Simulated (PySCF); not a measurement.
**Mg⁺: excitation energy**

Mg⁺ [Ne] 3s1 (2S) → Mg⁺ [Ne] 3d1 (2D), as a difference of total energies. All numbers are calculated (PySCF 2.14, the spin-free X2C one-electron Hamiltonian (Gaussian nucleus), in aug-cc-pCVTZ-DK with one added diffuse shell each of s, p, d, f type (9s8p6d4f, 91 functions)). Correlated levels: valence and next inner shell: 1s2 frozen; nothing frozen. The calculations carry no spin-orbit coupling.

```json
{"method": "UHF", "excitation energy (cm⁻¹)": "69688", "error (cm⁻¹)": "-1803"}
{"method": "LDA", "excitation energy (cm⁻¹)": "70447", "error (cm⁻¹)": "-1044"}
{"method": "PBE", "excitation energy (cm⁻¹)": "68302", "error (cm⁻¹)": "-3188"}
{"method": "PBE0", "excitation energy (cm⁻¹)": "68829", "error (cm⁻¹)": "-2661"}
{"method": "r2SCAN", "excitation energy (cm⁻¹)": "68349", "error (cm⁻¹)": "-3142"}
{"method": "wB97X", "excitation energy (cm⁻¹)": "67372", "error (cm⁻¹)": "-4118"}
{"method": "TPSS", "excitation energy (cm⁻¹)": "67111", "error (cm⁻¹)": "-4379"}
{"method": "PBEsol", "excitation energy (cm⁻¹)": "68117", "error (cm⁻¹)": "-3374"}
{"method": "MP2 (valence and next inner shell)", "excitation energy (cm⁻¹)": "71080", "error (cm⁻¹)": "-411"}
{"method": "SCS-MP2 (valence and next inner shell)", "excitation energy (cm⁻¹)": "70777", "error (cm⁻¹)": "-713"}
{"method": "MP2 (all electrons)", "excitation energy (cm⁻¹)": "71061", "error (cm⁻¹)": "-430"}
{"method": "SCS-MP2 (all electrons)", "excitation energy (cm⁻¹)": "70765", "error (cm⁻¹)": "-725"}
```

Reference: 71491 cm⁻¹ (measured; NIST levels, between the centres of gravity of the two terms).

Errors of the correlated levels include the incompleteness of this basis and the frozen core.
